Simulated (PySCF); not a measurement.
I₃Zr, charge +1, multiplicity 1. Atoms are numbered in the order given.

```xyz
4

Zr     0.0000     0.0000     0.7239
I      2.1220    -1.2251    -0.1821
I     -2.1220    -1.2251    -0.1821
I      0.0000     2.4502    -0.1821
```
Charge +1, spin multiplicity 1.

Geometry: PBE0-D3(BJ)/def2-SVP. The multiplicity is an assumed one; no other spin state was optimised. The isomer is the one that the SMILES or the coordinates give; other isomers of the formula were not compared. The def2 effective core potentials stand for the cores of I, Zr; spin–orbit coupling is left out.

These are PBE/def2-TZVP run with PySCF values and carry that method's errors.

Symmetry labels are those of the subgroup Cs that the program uses (full group C3v).

Computed valence orbital energies around the gap with their symmetry:
| orbital | symmetry | energy (eV) |
|---|---|---|
| HOMO−7 | A' | -12.49 |
| HOMO−6 | A" | -12.49 |
| HOMO−5 | A' | -12.10 |
| HOMO−4 | A" | -12.10 |
| HOMO−3 | A' | -11.93 |
| HOMO−2 | A" | -11.45 |
| HOMO−1 | A' | -11.45 |
| HOMO | A" | -11.01 |
| LUMO | A' | -8.85 |
| LUMO+1 | A" | -8.36 |
| LUMO+2 | A' | -8.36 |
| LUMO+3 | A" | -7.44 |
